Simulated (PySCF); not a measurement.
A structure optimised at B3LYP-D3(BJ)/def2-SVP, used in a PySCF frequency run:

```
O
B 1 1.3511
O 2 1.3599 1 120.34
C 3 1.4095 2 122.80 1 179.05
H 4 1.1024 3 109.67 2 121.15
H 4 1.1024 5 108.15 3 -119.61
H 4 1.1034 5 108.68 6 -117.79
C 1 1.4349 2 122.65 3 0.31
H 8 1.1036 1 108.49 2 -34.98
H 2 1.2100 1 118.19 8 -179.79
C 8 1.5213 9 109.60 1 116.91
H 11 1.1004 8 110.58 9 -59.27
H 11 1.1010 12 108.52 8 -121.61
H 11 1.1016 12 108.12 13 -117.54
C 8 1.5245 9 108.76 1 -119.17
H 15 1.1000 8 110.58 9 56.78
H 15 1.1014 16 108.19 8 121.30
H 15 1.1018 16 108.67 17 117.53
```
Charge 0, spin multiplicity 1.

Problem. Write its SMILES and formula.

Solution. COBOC(C)C, C₄H₁₁BO₂

Problem. What are its rotational constants (standard atomic weights)?

Solution. 5.6328, 1.3407, 1.2235 GHz
